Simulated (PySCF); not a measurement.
How methods differ on the excitation energy of C

C [He] 2s2 2p2 (3P) → C [He] 2s2 2p1 3s1 (3P), as a difference of total energies. Computed with PySCF 2.14 in aug-cc-pwCVDZ (5s4p2d, 27 functions), with the non-relativistic Hamiltonian (point nucleus). Correlated levels: valence and next inner shell: nothing frozen. The calculations carry no spin-orbit coupling.

| method | excitation energy (eV) | error (eV) |
| --- | --- | --- |
| UHF | 7.692 | +0.210 |
| MP2 (valence and next inner shell) | 7.841 | +0.359 |
| SCS-MP2 (valence and next inner shell) | 7.751 | +0.269 |
| CCSD (valence and next inner shell) | 7.666 | +0.184 |
| CCSD(T) (valence and next inner shell) | 7.656 | +0.174 |
| CCSDT (valence and next inner shell) | 7.646 | +0.164 |

Reference: 7.482 eV (measured; NIST levels, between the centres of gravity of the two terms).

Errors of the correlated levels include the incompleteness of this basis.

The promoted electron is Rydberg-like, and one or two diffuse shells describe it only roughly, which tends to raise the upper state.
